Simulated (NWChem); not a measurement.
System: Si2H4, singlet; SMILES [SiH3][SiH]

NWChem printed, in part:

```
             Northwest Computational Chemistry Package (NWChem) 7.3.0
             --------------------------------------------------------

 C1  symmetry detected

                             Geometry "geometry" -> ""
                             -------------------------

 Output coordinates in angstroms (scale by  1.889725989 to convert to a.u.)

  No.       Tag          Charge          X              Y              Z
 ---- ---------------- ---------- -------------- -------------- --------------
    1 Si                  14.0000    -0.07937927     1.31545529     0.00588463
    2 H                    1.0000     1.44717612     1.28846703    -0.00972908
    3 Si                  14.0000    -0.02711296    -1.06548388     0.00545573
    4 H                    1.0000     0.90688986    -1.62904679     1.02224553
    5 H                    1.0000     0.48895823    -1.43753541    -1.34891793
    6 H                    1.0000    -1.35213295    -1.72148459     0.17763648

 Effective nuclear repulsion energy (a.u.)      73.9766722557

                                 NWChem DFT Module
                                 -----------------

 Summary of "ao basis" -> "ao basis" (spherical)
 ------------------------------------------------------------------------------
       Tag                 Description            Shells   Functions and Types
 ---------------- ------------------------------  ------  ---------------------
 Si                        def2-svpd                10       24   5s3p2d
 H                         def2-svpd                 4        8   2s2p

            General Information
            -------------------
          SCF calculation type: DFT
          Wavefunction type:  closed shell.
          No. of atoms     :     6
          No. of electrons :    32
           Alpha electrons :    16
            Beta electrons :    16
          Charge           :     0
          Spin multiplicity:     1
          Use of symmetry is: off; symmetry adaption is: off
          Maximum number of iterations: 200
          AO basis - number of functions:    80
                     number of shells:    36
          Convergence on energy requested:  1.00D-06
          Convergence on density requested:  1.00D-05
          Convergence on gradient requested:  5.00D-04

              XC Information
              --------------
                  TPSS metaGGA Exchange Functional  1.000
             TPSS03 metaGGA Correlation Functional  1.000

             Grid Information
             ----------------
          Grid used for XC integration:  medium
          Radial quadrature: Mura-Knowles
          Angular quadrature: Lebedev.
          Tag              B.-S. Rad. Rad. Pts. Rad. Cut. Ang. Pts.
          ---              ---------- --------- --------- ---------
          Si                  1.10       88          11.0       590
          H                   0.35       45          11.0       434
          Grid pruning is: on
          Number of quadrature shells:   356
          Spatial weights used:  Erf1

      Superposition of Atomic Density Guess
      -------------------------------------

 Sum of atomic energies:        -579.47486222

      Non-variational initial energy
      ------------------------------

 Total energy =    -579.789576
 1-e energy   =    -950.116588
 2-e energy   =     296.350340
 HOMO         =      -0.213750
 LUMO         =      -0.096757

   convergence    iter        energy       DeltaE   RMS-Dens  Diis-err
 ---------------- ----- ----------------- --------- --------- ---------
 d= 0,ls=0.0,diis     1   -581.1563064716 -6.55D+02  9.73D-03  1.26D-01
  Resetting Diis
 d= 0,ls=0.0,diis     2   -581.1714565417 -1.52D-02  5.17D-03  2.28D-02
 d= 0,ls=0.0,diis     3   -581.1754580690 -4.00D-03  3.79D-03  8.00D-03
 d= 0,ls=0.0,diis     4   -581.1745144783  9.44D-04  2.14D-03  1.11D-02
 d= 0,ls=0.0,diis     5   -581.1774607934 -2.95D-03  1.64D-04  4.18D-05
 d= 0,ls=0.0,diis     6   -581.1774708495 -1.01D-05  3.32D-05  1.92D-06
 d= 0,ls=0.0,diis     7   -581.1774712253 -3.76D-07  1.70D-05  2.74D-07
 d= 0,ls=0.0,diis     8   -581.1774712815 -5.61D-08  7.94D-06  6.68D-08

         Total DFT energy =     -581.177471281476
      One electron energy =     -951.423969323260
           Coulomb energy =      339.531198801800
    Exchange-Corr. energy =      -43.261373015691
 Nuclear repulsion energy =       73.976672255674

 Numeric. integr. density =       31.999991045745

                       DFT Final Molecular Orbital Analysis
                       ------------------------------------

 Vector   14  Occ=2.000000D+00  E=-3.214430D-01
              MO Center= -3.7D-01, -1.3D+00, -5.6D-02, r^2= 2.6D+00
   Bfn.  Coefficient  Atom+Function         Bfn.  Coefficient  Atom+Function
  ----- ------------  ---------------      ----- ------------  ---------------
    73      0.344634  6 H  s                 44     -0.312827  3 Si px
    41     -0.275210  3 Si px                65     -0.231052  5 H  s
    57     -0.167751  4 H  s                 38      0.161054  3 Si px
     3      0.110773  1 Si s                 46      0.087255  3 Si pz
    12     -0.084370  1 Si px                43      0.075249  3 Si pz

 Vector   15  Occ=2.000000D+00  E=-2.724975D-01
              MO Center=  1.3D-01,  4.8D-01,  2.5D-02, r^2= 3.3D+00
   Bfn.  Coefficient  Atom+Function         Bfn.  Coefficient  Atom+Function
  ----- ------------  ---------------      ----- ------------  ---------------
    25      0.321283  2 H  s                 12      0.251282  1 Si px
     9      0.248075  1 Si px                42     -0.193081  3 Si py
    45     -0.192426  3 Si py                73      0.191310  6 H  s
     3     -0.184077  1 Si s                 26      0.182239  2 H  s
    10      0.145496  1 Si py                 6     -0.137857  1 Si px

 Vector   16  Occ=2.000000D+00  E=-2.127312D-01
              MO Center= -1.3D-01,  1.0D+00,  1.1D-04, r^2= 3.4D+00
   Bfn.  Coefficient  Atom+Function         Bfn.  Coefficient  Atom+Function
  ----- ------------  ---------------      ----- ------------  ---------------
     3      0.331296  1 Si s                 13      0.317367  1 Si py
    10      0.290589  1 Si py                 4      0.249401  1 Si s
    45     -0.230655  3 Si py                12     -0.224253  1 Si px
    42     -0.215695  3 Si py                36     -0.205449  3 Si s
     2      0.190629  1 Si s                  9     -0.160061  1 Si px

 Vector   17  Occ=0.000000D+00  E=-1.517318D-01
              MO Center= -3.8D-02,  1.1D+00,  1.0D-02, r^2= 2.9D+00
   Bfn.  Coefficient  Atom+Function         Bfn.  Coefficient  Atom+Function
  ----- ------------  ---------------      ----- ------------  ---------------
    14      0.602539  1 Si pz                11      0.425210  1 Si pz
     8     -0.221164  1 Si pz                66      0.139944  5 H  s
    65      0.107252  5 H  s                 58     -0.094781  4 H  s
    57     -0.082343  4 H  s                 46      0.076079  3 Si pz
    48      0.069740  3 Si d -1              53      0.055014  3 Si d -1

 Vector   18  Occ=0.000000D+00  E=-1.171130D-02
              MO Center= -2.9D-02,  2.4D-01, -2.0D-02, r^2= 7.6D+00
   Bfn.  Coefficient  Atom+Function         Bfn.  Coefficient  Atom+Function
  ----- ------------  ---------------      ----- ------------  ---------------
    36      2.680104  3 Si s                 37     -2.097100  3 Si s
    58     -0.439212  4 H  s                  5      0.431417  1 Si s
    13      0.431251  1 Si py                66     -0.371176  5 H  s
    74     -0.275254  6 H  s                 35      0.261586  3 Si s
    12      0.259028  1 Si px                24     -0.202338  1 Si d  2

 Vector   19  Occ=0.000000D+00  E= 1.021692D-03
              MO Center= -2.1D-02,  1.5D-01,  4.7D-02, r^2= 8.3D+00
   Bfn.  Coefficient  Atom+Function         Bfn.  Coefficient  Atom+Function
  ----- ------------  ---------------      ----- ------------  ---------------
     5      1.820178  1 Si s                  4     -1.514720  1 Si s
    36     -0.501941  3 Si s                 45      0.280572  3 Si py
    37      0.271559  3 Si s                  3     -0.257119  1 Si s
    54      0.184665  3 Si d  0               2     -0.178399  1 Si s
    26      0.177271  2 H  s                 42      0.152771  3 Si py

     Multipole analysis of the density
     ---------------------------------

     L   x y z        total         alpha         beta         nuclear
     -   - - -        -----         -----         ----         -------
     0   0 0 0     -0.000000    -16.000000    -16.000000     32.000000

     1   1 0 0      0.064801      0.032400      0.032400      0.000000
     1   0 1 0      0.017727      0.008863      0.008863      0.000000
     1   0 0 1      0.043580      0.021790      0.021790      0.000000

     2   2 0 0    -23.445423    -20.797890    -20.797890     18.150356
     2   1 1 0      0.618003     -1.395492     -1.395492      3.408986
     2   1 0 1      0.007105     -0.004699     -0.004699      0.016503
     2   0 2 0    -24.615306   -100.626246   -100.626246    176.637187
     2   0 1 1      0.128755      0.095644      0.095644     -0.062533
     2   0 0 2    -20.330473    -15.338131    -15.338131     10.345789

[...]

                         DFT ENERGY GRADIENTS

    atom               coordinates                        gradient
                 x          y          z           x          y          z
   1 Si     -0.150005   2.485850   0.011120    0.001045  -0.003225  -0.000034
   2 H       2.734766   2.434850  -0.018385   -0.001522  -0.000612   0.000040
   3 Si     -0.051236  -2.013473   0.010310    0.001174   0.001690  -0.000321
   4 H       1.713773  -3.078452   1.931764   -0.001168   0.000703  -0.000925
   5 H       0.923997  -2.716548  -2.549085   -0.000712   0.000569   0.001327
   6 H      -2.555161  -3.253134   0.335684    0.001182   0.000876  -0.000086
```

Level: TPSS/def2-SVPD. Low-valent species are run as closed-shell singlets; no triplet was tried in these runs. Coordinates come from a PBE0-D3(BJ)/def2-TZVP optimisation.

Q: Reconstruct the input file.

A: This is not unique; one that fits is the input that was run:
```
start job
memory heap 200 mb stack 900 mb global 1100 mb
geometry units angstroms noautoz
  Si     0.047685     1.344640     0.399722
  H      1.236466     1.333924    -0.558416
  Si    -0.072283    -1.018157     0.126956
  H      1.248550    -1.691932     0.285869
  H     -0.523602    -1.218750    -1.285543
  H     -1.052568    -1.702456     1.013769
end
basis spherical
  Si library def2-svpd
  H library def2-svpd
end
dft
  xc xtpss03 ctpss03
  iterations 200
  convergence diis 3
end
task dft gradient
```
